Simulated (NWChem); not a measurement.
## Atomisation of C$_{4}$H$_{4}$Si

```xyz
9

Si     0.0000     0.0000     0.8669
C      1.5033     0.0000    -0.1829
C      2.5076     0.0000    -0.8695
C     -1.5033     0.0000    -0.1829
C     -2.5076     0.0000    -0.8695
H      0.0000     1.2176     1.7253
H      0.0000    -1.2176     1.7253
H      3.3943     0.0000    -1.4789
H     -3.3943     0.0000    -1.4789
```
Charge 0, spin multiplicity 1.

The numbers come from NWChem runs, not from measurements. Structure: optimised with PBE0/def2-SVP, a minimum by its harmonic frequencies. It is one conformer; others weren't searched.

Basis set: def2-TZVP. The atomisation energy is electronic alone: no zero-point, thermal, spin-orbit or counterpoise terms. No value is extrapolated to the basis-set limit. Free atoms are single determinants with multiplicities Si 3, C 3, H 2. Correlated methods freeze the same cores in atoms and molecule, 9 orbitals in all.

```
method     atomisation energy (kcal/mol)  relative cost
---------  -----------------------------  -------------
M06-2X                             920.7        under 3
PBE                                940.0        under 3
MP2                                915.5              3
CAM-B3LYP                          915.7             20
HF                                 672.7              1
BP86                               942.8        under 3
PBE0                               919.3        under 3
B3LYP                              912.3        under 3
```

The values span 270.1 kcal/mol, from HF (lowest) to BP86 (highest). Costs are rough ratios of processor time within this set of runs, SCF included, with HF as 1. Costs are the molecule's.

B3LYP has NWChem's definition, with VWN1-RPA local correlation. GW and range-separated runs recompute their integrals, the others keep them in memory, which bears on the times. The structure started from a generated list of species. The stability of the SCF solutions was not checked. Open-shell Hartree-Fock references start from PBE0 orbitals; any time given for them includes that run.
